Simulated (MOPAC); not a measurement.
MOPAC input (MNDO):

```
MNDO 1SCF GEO-OK AUX(PRECISION=9) THREADS=1
O2S

S     0.00303800 1   -0.00614200 1    0.36569200 1
O     0.01672100 1    1.24449300 1   -0.34505600 1
O    -0.02279600 1   -1.23220800 1   -0.38632800 1
```

From the output:

```
                                                       MOPAC v23.2.5 Linux

          FINAL HEAT OF FORMATION =         11.01747 KCAL/MOL =      46.09709 KJ/MOL

          COSMO AREA              =         74.97 SQUARE ANGSTROMS
          COSMO VOLUME            =         57.38 CUBIC ANGSTROMS

          IONIZATION POTENTIAL    =         11.692533 EV
          HOMO LUMO ENERGIES (EV) =        -11.693 -1.848
          NO. OF FILLED LEVELS    =          9
          MOLECULAR WEIGHT        =         64.0588         POINT GROUP:  C2v

          MOLECULAR DIMENSIONS (Angstroms)

            Atom       Atom       Distance
            O     3    O     2     2.47736
            O     2    S     1     0.73151
            S     1    O     2     0.00000

          SCF CALCULATIONS        =          1

   ATOM   CHEMICAL          X               Y               Z
  NUMBER   SYMBOL      (ANGSTROMS)     (ANGSTROMS)     (ANGSTROMS)

     1       S          0.00303800  *  -0.00614200  *   0.36569200  *
     2       O          0.01672100  *   1.24449300  *  -0.34505600  *
     3       O         -0.02279600  *  -1.23220800  *  -0.38632800  *

                             CARTESIAN COORDINATES

   1    S        0.003038000    -0.006142000     0.365692000
   2    O        0.016721000     1.244493000    -0.345056000
   3    O       -0.022796000    -1.232208000    -0.386328000

           Empirical Formula: O2 S  =     3 atoms

      MOLECULAR POINT GROUP   :   C2v

                  EIGENVALUES
 -41.06513 -39.76106 -22.42011 -17.17976 -16.54777 -16.49998 -12.89711 -12.07783
 -11.69253  -1.84816   2.19128   3.80417

              NET ATOMIC CHARGES AND DIPOLE CONTRIBUTIONS

  ATOM NO.   TYPE          CHARGE      No. of ELECS.   s-Pop       p-Pop
    1          S           1.221531        4.7785     1.77922     2.99924
    2          O          -0.610765        6.6108     1.93424     4.67652
    3          O          -0.610765        6.6108     1.93424     4.67652
 DIPOLE           X         Y         Z       TOTAL
 POINT-CHG.     0.036    -0.072     4.291     4.292
 HYBRID        -0.012     0.023    -1.398     1.399
 SUM            0.024    -0.049     2.893     2.893

          ATOMIC ORBITAL ELECTRON POPULATIONS

     Atom    s        px        py        pz
    1  S   1.77922   0.94113   0.84828   1.20983
    2  O   1.93424   1.52947   1.31751   1.82954
    3  O   1.93424   1.52933   1.33603   1.81117

 **********************
 *                    *
 * JOB ENDED NORMALLY *
 *                    *
 **********************

 == MOPAC DONE ==
```

The geometry given is a B3LYP-D3(BJ)/def2-TZVP minimum.
